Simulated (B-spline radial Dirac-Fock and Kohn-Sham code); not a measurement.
# Ar 3p3/2: cross section and angular parameters

System: the Ar atom, configuration [Ne] 3s2 3p6; threshold 13.84 eV (orbital energy of the model). Calculated with a radial atomic solver, using Dirac-Hartree-Slater photoionisation with a Latter tail; cross sections with all multipoles, angular parameters from the dipole term and its interference with E2.

Input file task.json (cfg lists n, l and occupation; rrms is the nuclear radius in fm):

```json
{"items": [{
  "Z": 18,
  "q": 0,
  "cfg": [[1, 0, 2], [2, 0, 2], [2, 1, 6], [3, 0, 2], [3, 1, 6]],
  "A": 40,
  "rrms": 3.4274,
  "do": "xps",
  "hv": [50.5, 78.2, 102.0, 103.0, 113.0, 122.0, 142.0, 152.0, 159.0, 168.0, 176.0, 200, 208.0, 214.0, 298.0, 300, 593.0, 700.0, 800, 1000, 2000, 3170.0, 4000, 9251.7, 9430.0, 9930.0, 11300.0, 13900.0, 15000],
  "edges": {"K": 3205.9, "L1": 326.3, "L2": 250.6, "L3": 248.4}
}]}
```

Run with: `python xray2_run.py task.json out`

```csv
hν (eV),σ (kb),β,γ,δ
50.5,525,0.058,0.171,-0.022
78.2,724,1.085,0.023,-0.008
102,646,1.358,-0.012,-0.003
103,641,1.365,-0.013,-0.003
113,588,1.425,-0.019,-0.002
122,541,1.466,-0.021,-0.001
142,448,1.529,-0.021,0.001
152,408,1.551,-0.018,0.001
159,383,1.563,-0.016,0.002
168,352,1.577,-0.013,0.002
176,328,1.587,-0.009,0.003
200,265,1.608,0.003,0.004
208,247,1.613,0.007,0.004
214,235,1.616,0.011,0.004
298,124,1.625,0.064,0.007
300,122,1.625,0.066,0.007
593,25.7,1.524,0.242,0.014
700,16.9,1.481,0.295,0.017
800,12.0,1.442,0.339,0.020
1000,6.58,1.370,0.416,0.027
2000,?,?,?,?
3170,0.201,0.877,0.821,0.102
4000,0.0930,0.769,0.891,0.129
9251.7,0.00493,0.419,1.121,0.272
9430,0.00460,0.412,1.126,0.276
9930,0.00381,0.394,1.139,0.288
11300,0.00237,0.349,1.171,0.318
13900,0.00110,0.281,1.224,0.370
15000,0.000823,0.258,1.243,0.391
```

Task: Give the values at 2000 eV.

Result: σ = 0.870 kb, β = 1.090, γ = 0.669, δ = 0.061.
